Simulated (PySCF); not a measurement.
# Dy(53+): ionisation energy

Dy(53+) [Ne] 3s2 3p1 (2P) → Dy(54+) [Ne] 3s2 (1S), as a difference of total energies. All numbers are calculated (PySCF 2.14, the spin-free X2C one-electron Hamiltonian (Gaussian nucleus), in an even-tempered Gaussian basis (17 s from 12 bohr⁻², ratio 2.5; 12 p from 16 bohr⁻², ratio 2.5; 4 d from 62 bohr⁻², ratio 2.7; 4 f from 93 bohr⁻², ratio 2.7)). Correlated levels: outer shells: 1s2 frozen; virtual orbitals above 40 to 60 times the deepest correlated orbital energy dropped. The calculations carry no spin-orbit coupling.

```csv
method,ionisation energy (eV)
UHF,4922.0
LDA,4923.7
PBE,4925.2
PBE0,4924.7
r2SCAN,4924.5
BLYP,4926.3
TPSS,4925.2
MP2 (outer shells),4922.6
SCS-MP2 (outer shells),4922.5
```

A first-order spin-orbit estimate (lowest level to lowest level, LS coupling) adds 132.4 eV.

Breit and QED terms and the two-electron picture change are absent.

First order in ζ underestimates the shift of j = l − 1/2 levels at high Z.

For comparison: 5066 ± 5 eV (theoretical estimate listed by NIST; NIST Atomic Spectra Database, ionization energies).
